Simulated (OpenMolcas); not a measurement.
**Pt3+ in a point-charge field**

Pt3+ among 6 point charges of -1.7 e arranged as a tetragonal octahedron (D4h), 2.14 Å from the ion, with the axial distance 1.905 Å.

```yaml
Program: OpenMolcas 26.06
Method: "SS-CASPT2, IPEA 0.25 Eh, imaginary shift 0.1 Eh (closed shells correlated: 5s 5p)"
Basis: ANO-RCC-VDZP [7s6p4d2f]
Scalar_Hamiltonian: DKH2, point nucleus
Active_space: 7 electrons in 5 orbitals (5d)
State_averaging: 2S+1 = 4 even, 10 roots; 2S+1 = 2 even, 40 roots
Spin-orbit_coupling: state interaction with AMFI integrals over the reference wave functions
```

The lowest spin-free states (labels of D4, the rotations of D4h), above the lowest:

| State | Degeneracy | E (cm-1) | Free-ion L (%) |
| --- | --- | --- | --- |
| 4E | 2 | 0 | F (95) |
| 4A2 | 1 | 2070 | F (100) |
| 2B1 | 1 | 6040 | G (48) |
| 4E | 2 | 7970 | F (97) |
| 4B2 | 1 | 10340 | F (100) |
| 2A1 | 1 | 11920 | G (55) |
| 2B2 | 1 | 13190 | G (58) |
| 2E | 2 | 13550 | G (53) |
| 4A2 | 1 | 14780 | P (100) |
| 2E | 2 | 16210 | P (43) |
| 2E | 2 | 16440 | G (68) |
| 2A2 | 1 | 17870 | G (59) |
| 4B1 | 1 | 18570 | F (100) |
| 2A2 | 1 | 20500 | H (68) |
| 2A1 | 1 | 21360 | G (97) |
| 4E | 2 | 22220 | P (92) |
| 2E | 2 | 23380 | H (66) |
| 2B1 | 1 | 24020 | H (48) |
| 2B2 | 1 | 25070 | H (71) |
| 2A2 | 1 | 25400 | H (47) |

The lowest levels with spin-orbit coupling:

```tsv
E (cm-1)	Degeneracy	Label	2S+1	g
0	2	E1/2	4	2.11 2.11 9.45
880	2	E3/2	4 (71 %)	1.74 5.09 5.09
1600	2	E1/2	4 (87 %)	0.79 2.23 2.23
3690	2	E3/2	4 (73 %)	0.25 4.49 4.49
4050	2	E1/2	4 (76 %)	1.86 1.86 4.78
9770	2	E3/2	4 (63 %)	0.03 1.72 1.72
11830	2	E3/2	4 (74 %)	0.11 1.32 1.32
12330	2	E1/2	4 (59 %)	1.73 2.30 2.30
13620	2	E3/2	4 (72 %)	0.35 0.35 0.91
15020	2	E1/2	4 (67 %)	1.35 2.28 2.28
15660	2	E1/2	4 (85 %)	1.02 1.28 1.28
16060	2	E3/2	4 (60 %)	0.61 0.61 2.89
17780	2	E3/2	4 (75 %)	1.32 1.76 1.76
18110	2	E1/2	4 (57 %)	0.44 0.92 0.92
18220	2	E3/2	4 (52 %)	2.15 2.15 3.09
20050	2	E3/2	2 (79 %)	1.42 1.42 2.25
20360	2	E1/2	2 (61 %)	0.12 3.24 3.24
22070	2	E1/2	2 (72 %)	0.61 0.61 3.74
22550	2	E3/2	4 (75 %)	0.41 0.41 3.76
23460	2	E1/2	4 (68 %)	1.94 2.29 2.29
```

Powder χT (cm3 K/mol): 3.07 at 2 K, 3.09 at 10 K, 3.16 at 50 K, 3.24 at 100 K, 3.41 at 200 K, 3.57 at 300 K. The effective moment at 300 K is 2.828 √(χT) = 5.34 μB.

The lowest level has 2S+1 = 4, for which the spin-only value is χT = S(S+1) / 2 = 1.875 cm3 K/mol (g = 2). The computed 3.570 at 300 K differs by +1.695, through orbital momentum, spin-orbit coupling and any other state in reach.

An orbital doublet at a regular site is open to a Jahn-Teller distortion, which this geometry leaves out. This shell can be high or low spin here, a state of another spin lies low, and with metal d orbitals alone active their balance is uncertain, so the ground spin may be wrong. Point charges give a weaker field than real ligands, and real ions of this kind are as a rule low spin; the high spin found here belongs to the model. Free-ion shares, where given, are those of the reference states; single-state CASPT2 does not remix them. This is an electrostatic model: the charges have no orbitals. No measured value stands beside these numbers.
